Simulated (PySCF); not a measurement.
## Working out the ionisation energy of Mn⁺

Mn⁺ [Ar] 3d5 4s1 (7S) → Mn²⁺ [Ar] 3d5 (6S). Calculation: PySCF 2.14, in jorge-DZP-DKH; the spin-free X2C one-electron Hamiltonian (Gaussian nucleus). Frozen: [Ar]. Energies in hartree (1 hartree = 27.21139 eV):

| part | Mn⁺ (lower) | Mn²⁺ (upper) |
| --- | --- | --- |
| UHF | -1156.923097 | -1156.385496 |
| MP2 opposite-spin | 0.000000 | 0.000000 |
| MP2 same-spin | -0.035534 | -0.028104 |

Problem. What does Hartree-Fock give?

Solution. (-1156.385496) − (-1156.923097) = 0.537601 hartree = 14.629 eV.

Problem. What do MP2 and SCS-MP2 (6/5 opposite-spin, 1/3 same-spin) give?

Solution. The opposite-spin parts differ by 0.000 eV and the same-spin parts by 0.202 eV. MP2: 14.629 + (0.000) + (0.202) = 14.831 eV. SCS-MP2: 14.629 + 1.2 × (0.000) + (0.202)/3 = 14.696 eV.

Measured between the centres of the two terms (NIST): 15.640 eV, so MP2 (valence) is off by -0.809 eV.

A double-zeta basis recovers only part of the correlation energy.

What remains against the reference includes basis incompleteness, the frozen core and correlation beyond second order.
